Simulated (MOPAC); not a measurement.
MOPAC input (PM3):

```
PM3 1SCF CHARGE=1 GEO-OK AUX(PRECISION=9) THREADS=1
HB2O2

O    -0.00000000 1   -0.00000000 1   -1.91661500 1
B    -0.00000000 1   -0.00000000 1   -0.70071900 1
B     0.00000000 1    0.00000000 1    0.93800600 1
O     0.00000000 1    0.00000000 1    2.12915900 1
H    -0.00000000 1   -0.00000000 1   -2.88678600 1
```

From the output:

```
                                                       MOPAC v23.2.5 Linux

          FINAL HEAT OF FORMATION =         98.02077 KCAL/MOL =     410.11888 KJ/MOL

          COSMO AREA              =         90.90 SQUARE ANGSTROMS
          COSMO VOLUME            =         71.71 CUBIC ANGSTROMS

          IONIZATION POTENTIAL    =         21.349637 EV
          HOMO LUMO ENERGIES (EV) =        -21.350 -7.081
          NO. OF FILLED LEVELS    =          9
          MOLECULAR WEIGHT        =         54.6267         POINT GROUP:  C*v

          MOLECULAR DIMENSIONS (Angstroms)

            Atom       Atom       Distance
            H     5    O     4     5.01595
            H     5    O     4     0.00000
            O     1    B     2     0.00000

          SCF CALCULATIONS        =          1

   ATOM   CHEMICAL          X               Y               Z
  NUMBER   SYMBOL      (ANGSTROMS)     (ANGSTROMS)     (ANGSTROMS)

     1       O         -0.00000000  *  -0.00000000  *  -1.91661500  *
     2       B         -0.00000000  *  -0.00000000  *  -0.70071900  *
     3       B          0.00000000  *   0.00000000  *   0.93800600  *
     4       O          0.00000000  *   0.00000000  *   2.12915900  *
     5       H         -0.00000000  *  -0.00000000  *  -2.88678600  *

                             CARTESIAN COORDINATES

   1    O       -0.000000000    -0.000000000    -1.916615000
   2    B       -0.000000000    -0.000000000    -0.700719000
   3    B        0.000000000     0.000000000     0.938006000
   4    O        0.000000000     0.000000000     2.129159000
   5    H       -0.000000000    -0.000000000    -2.886786000

           Empirical Formula: H O2 B2  =     5 atoms

      MOLECULAR POINT GROUP   :   C*v

                  EIGENVALUES
 -48.74174 -43.78108 -32.18566 -27.51346 -23.72384 -23.72384 -21.65989 -21.34964
 -21.34964  -7.08051  -6.60724  -6.60724  -4.19742  -4.02534  -4.02534  -1.96089
  -1.05270

              NET ATOMIC CHARGES AND DIPOLE CONTRIBUTIONS

  ATOM NO.   TYPE          CHARGE      No. of ELECS.   s-Pop       p-Pop
    1          O           0.057273        5.9427     1.54921     4.39352
    2          B           0.240956        2.7590     1.17432     1.58472
    3          B           0.017009        2.9830     0.97066     2.01233
    4          O           0.292028        5.7080     1.75506     3.95291
    5          H           0.392733        0.6073     0.60727
 DIPOLE           X         Y         Z       TOTAL
 POINT-CHG.     0.000     0.000    -3.989     3.989
 HYBRID        -0.000     0.000    -2.119     2.119
 SUM           -0.000     0.000    -6.108     6.108

          ATOMIC ORBITAL ELECTRON POPULATIONS

     Atom    s        px        py        pz
    1  O   1.54921   1.57906   1.57906   1.23540
    2  B   1.17432   0.43209   0.43209   0.72053
    3  B   0.97066   0.66838   0.66838   0.67557
    4  O   1.75506   1.32047   1.32047   1.31198
    5  H   0.60727

 **********************
 *                    *
 * JOB ENDED NORMALLY *
 *                    *
 **********************

 == MOPAC DONE ==
```

The dipole moment of an ion depends on the origin.

The geometry given is a B3LYP-D3(BJ)/def2-TZVP minimum.
